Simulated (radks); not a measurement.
All-electron atom: Dy in [Kr] 4d10 4f10 5s2 5p4 6s2 6p2 (not the ground configuration).

Calculated with a radial shooting solver on a logarithmic mesh with Libxc functionals: Dirac Kohn-Sham, PW91, spin-unpolarised, spherical densities, finite nucleus; open shells are shared between the two j in proportion to 2j + 1; Fermi nuclear charge, rms radius 5.2218 fm.

Energy parts (eV):
part                      energy
total                 -331064.74
kinetic                363086.03
electron-nucleus      -815523.81
Hartree                128592.58
exchange-correlation    -7219.55

Orbitals (lengths in bohr, moments of r in powers of bohr; r(max) is where P^2 peaks):
orbital      occ.  eigenvalue (eV)   r(max)   <1/r>       <r^4>  small-component weight
1s1/2           2        -53608.77  0.01337   74.55   9.918e-07                6.07e-02
2s1/2           2        -8932.980  0.07621   17.86   0.0001553                1.35e-02
2p1/2           2        -8497.819  0.05739   17.84  0.00009551                1.35e-02
2p3/2           4        -7697.301  0.06342   15.62   0.0001278                1.25e-02
3s1/2           2        -1997.253   0.2156   6.525    0.005958                4.31e-03
3p1/2           2        -1807.144   0.2030   6.442    0.005379                4.25e-03
3p3/2           4        -1640.890   0.2157   5.877    0.006687                3.96e-03
3d3/2           4        -1313.670   0.1708   5.759    0.004767                3.84e-03
3d5/2           6        -1277.358   0.1743   5.620    0.005098                3.75e-03
4s1/2           2        -404.5807   0.4945   2.726      0.1469                1.38e-03
4p1/2           2        -329.5767   0.4977   2.618      0.1663                1.30e-03
4p3/2           4        -292.4810   0.5247   2.424      0.2072                1.19e-03
4d3/2           4        -168.8992   0.5301   2.202      0.2938                1.01e-03
4d5/2           6        -162.1904   0.5388   2.154      0.3157                9.84e-04
4f5/2     4.28571         -15.5078   0.5368   1.599       2.180                5.86e-04
4f7/2     5.71429         -14.6028   0.5421   1.577       2.363                5.73e-04
5s1/2           2         -60.3878    1.151   1.044       4.939                2.93e-04
5p1/2     1.33333         -39.5204    1.249  0.9286       7.957                2.37e-04
5p3/2     2.66667         -34.3646    1.326  0.8637       10.24                2.11e-04
6s1/2           2          -7.2336    2.989  0.3741       253.1                4.50e-05
6p1/2    0.666667          -3.4422    3.620  0.2983       665.1                2.87e-05
6p3/2     1.33333          -2.9434    3.849  0.2790       870.9                2.55e-05

The highest occupied level is 6p3/2 at -2.943 eV. The density falls to 0.001 e/bohr^3 at r = 5.62 bohr. The electron density at the nucleus is 7.404e+05 e/bohr^3.
